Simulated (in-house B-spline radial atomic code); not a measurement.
Cr⁺. Computed with a B-spline radial atomic code. Model: non-relativistic spherical atom: semilocal Troullier-Martins pseudo-atom, one channel per l, against all electrons, high spin, G0W0 and RPA with empty states to l = 8, local potential for every l without a channel, a model core (radius 0 = none) keeps its share of the functional.

What the tables leave out is listed at the end.

The pseudopotential gives back the lowest level of each angular momentum of its own functional in the configuration it was made in; a second state of the same l is only approximately right. Exact exchange, RPA and GW see the smooth pseudo-orbitals and miss the exchange with the core, for which the functional's share stands in. The column with an uncorrelated core keeps all orbitals and exact exchange, and so separates missing core correlation from pseudisation. Only the three outermost levels and the lowest empty one were computed. RPA here is direct RPA, with no exchange kernel, and its energies carry an (l + 1/2)⁻⁴ tail. A hybrid on a potential with a model core restores only its own semilocal share of the core's exchange.

Command:
```bash
python run_psgw.py task.json out
```
Settings (lengths in bohr, energies in hartree):
```
Z                      24
electrons              23
configuration          [Ar] 3d5
generated_in           [Ar] 3d5
functional             pbe,pbe
core_shells            4
radius_factor          0.8
core_correction        True
```

Time taken, with all properties: 11 s on 1 thread of AMD EPYC 9R14 (Zen 4), on a shared host.

Given: made with PBE; model core radius 0.47 bohr; local radius 0.858 bohr; mean-field start PBE.

Valence shells of the generating configuration: 3p, 3d.

Channel: s 2.102, p 0.638, d 1.92 (radii in bohr).

Computed: largest level miss in the spin-unpolarised generating configuration 0.002 eV; valence RPA correlation energy pseudo -0.8245 hartree; all-electron RPA polarisability, core included 11.616 bohr³; pseudo-atom RPA polarisability 11.542 bohr³.

```csv
level,occupied,mean-field all-electron (eV),mean-field pseudo minus all (eV),G0W0 all-electron (eV),G0W0 uncorrelated core minus all (eV),G0W0 pseudo minus all (eV),exchange self-energy all-electron (eV),exchange self-energy pseudo (eV)
3d up,1,-10.99,-0.047,-15.997,0.102,0.585,-33.334,-29.294
4s up (empty),0,-10.285,0.016,-7.1764,-0.029,-0.73,-3.1937,-3.4795
```

(1) What is the valence RPA correlation energy all-electron orbitals?

Answers

(1) -0.6629 hartree.

Among the listed levels the largest G0W0 shift of the pseudo-atom is -0.73 eV, for 4s up (empty) on the PBE start, while leaving the core uncorrelated moves that level by -0.03 eV. So pseudisation and the lost core exchange, not the missing core correlation, make the error. Not in the tables (levels of low weight, unsolved or above zero; the highest and the empty levels are kept at any weight): on PBE the G0W0 levels 3p down (pseudo minus all +1.16 eV, weights 0.65 and 0.62), 3p up (pseudo minus all +0.24 eV, weights 0.19 and 0.08); on PBE0, a start not tabulated, the G0W0 levels 3d up (pseudo minus all +0.93 eV, weights 0.59 and 0.61), 3p down (pseudo minus all +2.40 eV, weights 0.57 and 0.77), 3p up (pseudo minus all +1.96 eV, weights 0.44 and 0.34), 4s up (pseudo minus all -0.81 eV, weights 0.95 and 0.95); no Hartree-Fock pseudo-atom is run with a model core.
